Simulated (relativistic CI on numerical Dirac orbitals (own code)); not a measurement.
**Mn2+ in a cubic cluster: L2,3 absorption with charge transfer**

Computed with a charge-transfer multiplet model of a cubic metal-ligand cluster with up to 3 ligand holes, Slater and spin-orbit integrals from Dirac-Coulomb-Breit ions, Slater integrals scaled by 0.7. The ground state mixes d5 with configurations of k ligand holes L, whose averages lie at kΔ + k(k − 1)U_dd/2; a core hole lowers each added d electron by U_cd. 20 K, Lorentzian 0.4 eV and Gaussian 0.3 eV FWHM.

Atomic integrals in eV (Slater integrals scaled, ζ unscaled), ground: F2dd 7.178, F4dd 4.458, zeta_d 0.037; with the core hole: F2dd 7.764, F4dd 4.828, zeta_d 0.052, zeta_core 6.792, F2cd 4.448, G1cd 3.278, G3cd 1.861.

Cluster parameters (eV): U_dd = 6.8, U_cd = 8, 10Dq = 0.65, 10Dq(ligand) = 1.2, V(eg) = 1.5, V(t2g) = -0.79, final-state hopping factor = 0.8.

```
    Case   n_d    d5   d6L  d7L2  d8L3     S
Δ = 1 eV  5.35  0.67  0.31  0.02  0.00  2.50
Δ = 3 eV  5.20  0.81  0.18  0.01  0.00  2.50
Δ = 6 eV  5.09  0.91  0.09  0.00  0.00  2.50
```

Weights, n_d and S are thermal averages at 20 K. Photon energies count from the first peak over 30 % of the highest in each spectrum, which can be another peak from case to case. The parameters are a model scan and need not match a compound or its usual spin state. Peaks in eV (height, largest 100):
- Δ = 1 eV: 0.0 (31), 1.1 (100), 4.0 (13), 10.8 (17), 12.0 (26)
- Δ = 3 eV: -1.0 (27), 0.0 (100), 2.7 (10), 9.7 (16), 11.0 (22), 11.6 (23)
- Δ = 6 eV: -0.9 (24), 0.0 (100), 2.9 (10), 9.9 (16), 11.7 (23)

Curve for Δ = 6 eV (points under 2 left out, the grid thinned):

E (eV), Intensity and a bar:
```
     -2.3        2.2 
     -2.0        3.3 
     -1.8        5.1 #
     -1.5       10.7 ###
     -1.2       18.8 #####
     -0.9       23.6 #######
     -0.7       22.9 #######
     -0.4       39.6 ############
     -0.1       90.5 ############################
      0.1       97.2 ##############################
      0.4       59.3 ##################
      0.7       42.0 #############
      0.9       38.6 ############
      1.2       32.4 ##########
      1.5       20.7 ######
      1.8       10.5 ###
      2.0        8.2 ##
      2.3        7.4 ##
      2.6        8.3 ##
      2.8        9.8 ##
      3.1        9.5 ##
      3.4        7.9 ##
      3.7        6.2 #
      3.9        4.3 #
      4.2        2.9 
      4.5        2.6 
      4.7        2.7 
      5.0        2.6 
      9.0        2.2 
      9.2        3.3 
      9.5        7.9 ##
      9.8       15.3 ####
     10.1       12.8 ###
     10.3       11.5 ###
     10.6       13.4 ####
     10.9       15.7 ####
     11.1       18.8 #####
     11.4       21.0 ######
     11.7       23.4 #######
     11.9       21.9 ######
     12.2       11.9 ###
     12.5        5.0 #
     12.8        3.0 
     13.0        2.5 
     13.3        2.0
```

For the case Δ = 3 eV, Δ = 3 eV is smaller than U_dd = 6.8 eV, the charge-transfer side of the Zaanen-Sawatzky-Allen scheme. With the core hole the configuration with one ligand hole lies at Δ + U_dd − U_cd = -0.2, 1.8, 4.8 eV from the one without, in the order of the table; where this is negative the screened configuration lies lower, though the effective hopping of about 2.0 eV (from the holes of the mixed ground state) mixes the two strongly wherever it is as large as the gap.
